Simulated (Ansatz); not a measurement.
Consider the ligand exchange at the Si–N bond: `CBN[SiH3]` + `C[SiH2]BO` → `C[SiH2]BO[SiH3]` + `CBN`.

Gas-phase electronic energies from Ansatz, PBE0-D4/def2-TZVP geometries. CBS: MP2 limit from def2 TZ/QZ plus the TZ coupled-cluster correction, frozen cores. DFT in def2-TZVPP. B3LYP here is the variant with VWN-RPA as its local correlation; programs differ in this. Each species was taken in one conformer, which may not be the lowest.

CCSD(T)/CBS gives -9.9 kcal/mol.

Question: Another level gave -10.4 kcal/mol. Which?
A. SCS-MP2/def2-TZVPP
B. B3LYP/def2-TZVPP
C. HF/def2-TZVPP
D. PBE/def2-TZVPP

Answer: A. SCS-MP2/def2-TZVPP -10.4, PBE -9.4, HF/def2-TZVPP -12.9, B3LYP -11.5 kcal/mol.

Largest T1 diagnostic among the species: 0.013.

The D4 term adds +0.9 kcal/mol with B3LYP and +0.5 kcal/mol with PBE0; it sums over pairs of atoms, weighted by their polarisabilities, and B3LYP, whose exchange is more repulsive, gets the larger term. In def2-TZVPP, CCSD(T) changes the Hartree–Fock value by +3.0 kcal/mol (the triples alone add +0.4 kcal/mol) and MP2 by +3.1 kcal/mol.
